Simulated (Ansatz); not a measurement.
`N#C[Si](Cl)(Cl)C#N` + H–F → `N#C[Si](F)(Cl)Cl` + `C#N` at 400 K and 1 bar (ligand exchange at the Si–C bond).

Computed with Ansatz on PBE0-D4/def2-TZVP structures; ΔE is electronic, products minus reactants. CCSD(T)/CBS is the MP2 limit (def2-TZVPP, def2-QZVPP) plus CCSD(T) − MP2 in def2-TZVPP, frozen cores. This one scheme is used for every species.

```csv
species,CCSD(T)/CBS energy (Eh),H − E (kJ/mol),S (J/(mol·K))
`N#C[Si](Cl)(Cl)C#N`,-1394.22558,91.9,413.7
H–F,-100.39570,36.5,182.2
`N#C[Si](F)(Cl)Cl`,-1401.34551,72.2,386.7
`C#N`,-93.32098,56.1,211.9
```

H − E and S are ideal-gas, rigid-rotor, harmonic terms from PBE0-D4/def2-TZVP. 1 Eh = 2625.50 kJ/mol, R = 8.31446 J/(mol·K).

Problem. By hand: ΔE, ΔH, ΔS and ΔG.

Solution. ΔE = (-1401.34551) + (-93.32098) − (-1394.22558) − (-100.39570) = -0.04521 Eh = -118.7 kJ/mol. Δ(H − E) = 72.2 + 56.1 − 91.9 − 36.5 = -0.1, so ΔH = -118.8 kJ/mol. ΔS = 386.7 + 211.9 − 413.7 − 182.2 = 2.7 J/(mol·K). ΔG = -118.8 − 400 × (2.7)/1000 = -119.9 kJ/mol.

Problem. By hand: the equilibrium constant, and the temperature at which ΔG would vanish if ΔH and ΔS stayed fixed.

Solution. log₁₀ K = −ΔG/(RT ln 10) = 15.7. ΔH and −TΔS have one sign here, so there is no such temperature.

The number of gas molecules stays the same, so ΔS is small and ΔH decides. A doubt of 5 kJ/mol in ΔE shifts log₁₀ K by 0.7 here. These are equilibria of isolated gas molecules and say nothing of rates. Largest T1 diagnostic: 0.014 (customary marks: 0.02 for closed shells, 0.045 for open ones).

ΔS is within the doubt of such terms, so its sign, and with it that verdict, could turn.
